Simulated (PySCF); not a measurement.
H$_{4}$O$_{4}$Ti, triplet, at the geometry of the source list (the multiplicity is a formal guess). Base run: M062X/def2-SV(P) (PySCF).

Input for PySCF:
```python
from pyscf import gto, scf, dft

mol = gto.M(
    atom='''
Ti    0.02000000   -0.09080000   -0.04250000
O     1.36250000   -0.37460000   -1.08490000
H     2.29290000   -0.17890000   -1.20800000
O     0.50400000    0.05040000    1.60940000
H     0.56630000    0.83190000    2.16670000
O    -0.72760000    1.42300000   -0.46910000
H    -1.26590000    1.55400000   -1.25620000
O    -1.17550000   -1.34450000   -0.20720000
H    -1.57660000   -1.87050000    0.49170000
''',
    basis='def2-sv(p)',
    spin=2,
    verbose=5,
)

mf = dft.UKS(mol)
mf.xc = 'm062x'
mf.kernel()
mf.analyze()
```

The base run was repeated with changes; each row names its change, and settings that it needs were set with it.

```
change                                                                                                                  ΔE vs base (mEh)  fitting functions  dipole (D)                outcome
----------------------------------------------------------------------------------------------------------------------  ----------------  -----------------  ----------  ---------------------
base                                                                                                                               0.000                  -        1.72              converged
auxbasis = def2-universal-jfit                                                                                                    2029.7                329        1.71              converged
auxbasis = even-tempered beta=1.6                                                                                                  0.185               1167        1.72              converged
auxbasis = cc-pvdz-jkfit                                                                                                               -                  -           -          input refused
only_dfj = on; auxbasis = def2-universal-jfit                                                                                     -0.320                329        1.72              converged
auxbasis = default (with mf = mf.density_fit())                                                                                    0.083                644        1.72              converged
auxbasis = def2-universal-jkfit                                                                                                    0.083                644        1.72              converged
auxbasis = autoaux                                                                                                                 0.298                760        1.72              converged
exchange = seminumerical (SGX) (with mf = sgx.sgx_fit(mf, auxbasis='def2-universal-jfit'); with mf.with_df.dfj = True)                 -                  -           -  cut at the time limit
auxbasis = cc-pvtz-ri                                                                                                                  -                  -           -          input refused
```

A fitting set is made for a task (jfit for Coulomb, jkfit for Coulomb and exchange, ri for correlation) and for a family of orbital bases.

Open shells are given as the SCF converged; they aren't shown to be the lowest states, and a large step between rows can be another state.

- auxbasis = cc-pvdz-jkfit: ended with `pyscf.lib.exceptions.BasisNotFoundError: Basis set not found for Ti in cc-pvdz-jkfit`
- auxbasis = cc-pvtz-ri: ended with `pyscf.lib.exceptions.BasisNotFoundError: Basis set not found for Ti in cc-pvtz-ri`
